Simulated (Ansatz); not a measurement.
```yaml
crystal:
  periodic: [false, false, false]
  atoms:
    - {symbol: C, position_ang: [-0.855315, 1.218996, -0.522857]}
    - {symbol: C, position_ang: [-0.386843, 0.003506, 0.288895]}
    - {symbol: Si, position_ang: [1.225034, 0.356884, 1.183012]}
    - {symbol: Si, position_ang: [-0.264195, -1.530541, -0.785413]}
    - {symbol: H, position_ang: [-0.972164, 2.105242, 0.107317]}
    - {symbol: H, position_ang: [-1.816522, 1.033385, -1.010593]}
    - {symbol: H, position_ang: [-0.136558, 1.471473, -1.307888]}
    - {symbol: H, position_ang: [-1.123747, -0.229052, 1.069636]}
    - {symbol: H, position_ang: [1.077101, 1.558632, 2.050710]}
    - {symbol: H, position_ang: [2.306617, 0.626971, 0.196263]}
    - {symbol: H, position_ang: [1.629706, -0.797257, 2.029898]}
    - {symbol: H, position_ang: [0.126341, -2.717892, 0.021297]}
    - {symbol: H, position_ang: [0.752280, -1.323979, -1.853337]}
    - {symbol: H, position_ang: [-1.574639, -1.805568, -1.438138]}
basis:
  gaussian: {orbitals: aug-pcseg-2}
hamiltonian: {xc: {name: HF}}
correlation: {method: mp2, frozen_orbitals: {C: 9}}
```

```sh
$ ansatz run in.yaml --threads 4 --pin off --events-out ev --progress --plain --max-ram 10444MiB
```

Output, abridged:

```
Functional definition: HF
Error: "frozen_orbitals" has no count for Si
```

(1) Something in this input is off. What?

Results:

(1) Frozen orbitals are typed for one element alone, and the program wants a count for each. The program refused the input.
